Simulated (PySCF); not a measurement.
C5H5NSi.
Cartesian coordinates in Å at the PBE0-D3(BJ)/def2-SVP level; atoms count from 1:
```xyz
12
C5H5NSi angstrom
N      3.425    0.724   -0.711
C      2.306    0.542   -0.456
C      0.948    0.274   -0.166
C      0.111    1.137    0.467
C     -1.271    0.681    0.683
C     -1.589   -0.554    0.237
Si    -0.054   -1.284   -0.548
H      0.429    2.127    0.807
H     -1.981    1.342    1.190
H     -2.590   -0.976    0.354
H      0.477   -2.494    0.144
H     -0.174   -1.550   -2.010
```

The calculation used PBE0-D3(BJ)/def2-SVP geometry optimisation, gas phase (PySCF 2.14.0).

Masses are those of the commonest isotopes; rigid-rotor values at the optimised geometry. 

**Question.** Give the principal moments of inertia and the rotational constants in cm⁻¹.

**Answer.** Ia = 104.22, Ib = 306.48, Ic = 404.69 u·Å²; 505379 MHz·u·Å²/I gives 4849, 1649 and 1249 MHz, that is A = 0.16176, B = 0.05500, C = 0.04166 cm⁻¹.

**Question.** Classify the top.

**Answer.** An asymmetric top: κ = (2 × 1649 − 4849 − 1249)/(4849 − 1249) = -0.78.

**Question.** What does the inertial defect say?

**Answer.** Not planar: Δ = Ic − Ia − Ib = -6.00 u·Å². For a rigid frame Δ = −2 Σ m c², so Σ m c² = 3.00 u·Å² lies off the ab plane, practically all of it from hydrogen. The atom farthest from that plane is 1.22 Å away.

**Question.** List the rotational levels J(Ka,Kc) to J = 3 (MHz).

**Answer.** Above 0(0,0):
J = 1: 1(0,1) 2898, 1(1,1) 6098, 1(1,0) 6498
J = 2: 2(0,2) 8658, 2(1,2) 11494, 2(1,1) 12694, 2(2,1) 22295, 2(2,0) 22330
J = 3: 3(0,3) 17212, 3(1,3) 19566, 3(1,2) 21965, 3(2,2) 30989, 3(2,1) 31163, 3(3,1) 48012, 3(3,0) 48014
Those of J = 1 are B + C, A + C and A + B.

**Question.** Which types of transition are allowed, and where do some lines up to J = 2 fall?

**Answer.** The dipole components are |μa| = 4.65 D, |μb| = 0.68 D, |μc| = 0.00 D; the mirror of this Cs structure is the ab plane, so μc vanishes by symmetry and there are no c-type lines. The squared components, which scale the intensities, stand as 1.00 : 0.02 (a : b). Some lines, for components of 0.1 D or more:

| type | branch | J(Ka,Kc) | MHz | lower level (cm⁻¹) |
| --- | --- | --- | --- | --- |
| a | Q | 1(1,0) ← 1(1,1) | 400 | 0.203 |
| a | Q | 2(1,1) ← 2(1,2) | 1201 | 0.383 |
| b | R | 2(0,2) ← 1(1,1) | 2560 | 0.203 |
| a | R | 1(0,1) ← 0(0,0) | 2898 | 0.000 |
| b | Q | 1(1,0) ← 1(0,1) | 3601 | 0.097 |
| b | Q | 2(1,1) ← 2(0,2) | 4036 | 0.289 |
| a | R | 2(1,2) ← 1(1,1) | 5395 | 0.203 |
| a | R | 2(0,2) ← 1(0,1) | 5760 | 0.097 |
| b | R | 1(1,1) ← 0(0,0) | 6098 | 0.000 |
| a | R | 2(1,1) ← 1(1,0) | 6196 | 0.217 |
| b | R | 2(1,2) ← 1(0,1) | 8596 | 0.097 |
| b | Q | 2(2,0) ← 2(1,1) | 9636 | 0.423 |
| b | Q | 2(2,1) ← 2(1,2) | 10802 | 0.383 |
| b | R | 2(2,1) ← 1(1,0) | 15797 | 0.217 |
| b | R | 2(2,0) ← 1(1,1) | 16232 | 0.203 |

**Question.** Estimate the classical rotational partition function at 100 K, 200 K and 500 K.

**Answer.** Point group Cs, symmetry number σ = 1; q = (√π/σ)·√((kT/h)³/(ABC)), k/h = 20836.6 MHz/K: 53300 at 100 K, 151000 at 200 K, 596000 at 500 K.

PBE0-D3(BJ)/def2-SVP frequencies: not computed here. These are rigid-rotor constants of the computed structure; measured ground-state constants (B0) also hold zero-point vibration. Quadrupole hyperfine structure (14N) is left out.

Time: 48 s wall; peak memory 0.53 GiB. Hardware: one thread, Arm Neoverse V2 (aarch64), no GPU, on a shared host. That covers the optimisation of the geometry.
